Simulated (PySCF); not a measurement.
Simulated Si 2p region for `CO[SiH2]Br`, binding energy against the vacuum level.

Every computed line was given a Gaussian of 0.6 eV full width at half maximum and an area set by the number of equivalent atoms (split 2:1 within a doublet); the highest printed point is 100. Theory: PySCF, delta-SCF UKS SCAN, pcX-2 on the ionised atom, pcseg-1 elsewhere, spin-free X2C.

binding energy (eV), intensity and a bar:
```
    107.4          1 
    107.5          2 
    107.6          5 #
    107.7         12 ####
    107.8         25 ########
    107.9         45 #############
    108.0         68 ####################
    108.1         89 ###########################
    108.2        100 ##############################
    108.3         98 ##############################
    108.4         87 ##########################
    108.5         73 ######################
    108.6         63 ###################
    108.7         58 #################
    108.8         56 #################
    108.9         51 ###############
    109.0         42 #############
    109.1         30 #########
    109.2         19 ######
    109.3         10 ###
    109.4          5 #
    109.5          2 
    109.6          1 
    109.7          0
```

Task: How many maxima does the curve show, and how many computed lines lie under it?

Result: The curve has 1 maximum (at 108.2 eV). Under it lie 2 lines from 1 inequivalent silicon site, drawn as a 2p3/2, 2p1/2 pair. At this width some lines have no maximum of their own.

Task: Decompose the envelope and assign each component. Numbering: `[CH3:1][O:2][SiH2:3][Br:4]`.

Result: 
| position (eV) | relative area | line | atoms | environment |
| --- | --- | --- | --- | --- |
| 108.22 | 0.67 | Si 2p3/2 | Si3 | oxygen-bound silicon |
| 108.85 | 0.33 | Si 2p1/2 | Si3 | oxygen-bound silicon |

Task: What are the centre and the root-mean-square width of the whole band?

Result: The area-weighted mean of the lines is 108.43 eV. Their own spread about it is 0.30 eV (rms) and each Gaussian has σ = 0.6/2.355 = 0.25 eV; the variances add, which gives 0.39 eV.

Shake-up satellites, vibrational structure and lifetime widths aren't simulated. Spin–orbit and ligand-field terms were added within each 2p shell after the spin-free SCF. 2p1/2 minus 2p3/2 (ligand field included): Si 0.63 eV. The structure is a single PBE0-D3(BJ)/def2-SVP conformer in the gas phase; no vibrational or solvent corrections.

The values belong to the conformer `[CH3:1][O:2][SiH2:3][Br:4]`: C1–O2–Si3–Br4 179°.
